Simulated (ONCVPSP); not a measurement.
# Potentials for V (Z = 23) compared

Generated with ld1.x 7.5 (TM, RRKJ, ultrasoft, PAW), atompaw 4.2 or ONCVPSP 4.0.1. The cutoff is in Ry: for ld1.x and atompaw files where the sum of valence levels is converged to 10 mRy in a Bessel basis, for ONCV files where the hardest occupied wave has 1 mHa per electron of residual kinetic energy. The error is the largest all-electron minus pseudo excitation energy over each file’s own four to seven test configurations (ionisations up to +4, promotions, holes and added fractions of an electron), all of which were solved. The labels leave out finer settings (local radius, basis sizes, second energies), which also bear on the numbers. Spin-polarised tests are not counted. The rows are a selection from randomly drawn settings: files with unsolved tests, undetermined cutoffs or missed reference levels are left out.

A true bound ghost makes a file unfit for plane-wave use even where its test errors are small: the radial tests pick states by their node count and pass the ghost by.

| potential | cutoff (Ry) | largest error (meV) | bound ghosts |
| --- | --- | --- | --- |
| ONCV, PBEsol, scalar-relativistic, rc 1.80/1.60/1.75 (spd), local smoothed, core correction yes, reference 3s2 3p6 3d3 4s2, qcut 6.6/8.6/9.8, projectors 3/2/3 | 67 | -52 | none |
| ONCV, LDA (Perdew-Wang 92), scalar-relativistic, rc 2.80/1.25/2.05 (spd), local smoothed, core correction no, reference 3p6 3d3 4s2, qcut 2.5/12.1/9, projectors 2/1/1 | 53 | +129 | s |
| ONCV, PBEsol, scalar-relativistic, rc 3.05/1.40/1.80 (spd), local smoothed, core correction yes, reference 3p6 3d3 4s2, qcut 2.2/11.3/10.5, projectors 2/2/2 | 69 | -56 | s |
| ONCV, PBE, scalar-relativistic, rc 1.55/1.25/1.80 (spd), local smoothed, core correction yes, reference 3s2 3p6 3d4 4s1, qcut 6.8/11.3/7.3, projectors 2/1/1 | 48 | +25 | none |

Fill in the row for V: ONCV, PBE, scalar-relativistic, rc 1.50/1.40/1.25 (spd), local smoothed, core correction no, reference 3s2 3p6 3d3 4s1 4p1, qcut 9/12.4/10.2, projectors 2/2/3.

cutoff 98 Ry, largest error +0.6 meV, bound ghosts: none.

Fill in the row for V: ONCV, PBE, scalar-relativistic, rc 1.45/1.20/1.95 (spd), local smoothed, core correction yes, reference 3s2 3p6 3d3 4s2, qcut 9.6/9.9/9.5, projectors 2/2/2.

cutoff 59 Ry, largest error -96 meV, bound ghosts: none.

Fill in the row for V: ONCV, LDA (Perdew-Zunger), fully relativistic, rc 2.30/2.05/1.30 (spd), local smoothed, core correction yes, reference 3d3 4s2, qcut 2.5/3.9/14, projectors 2/2/2.

cutoff 119 Ry, largest error +116 meV, bound ghosts: s, p3/2, p1/2.
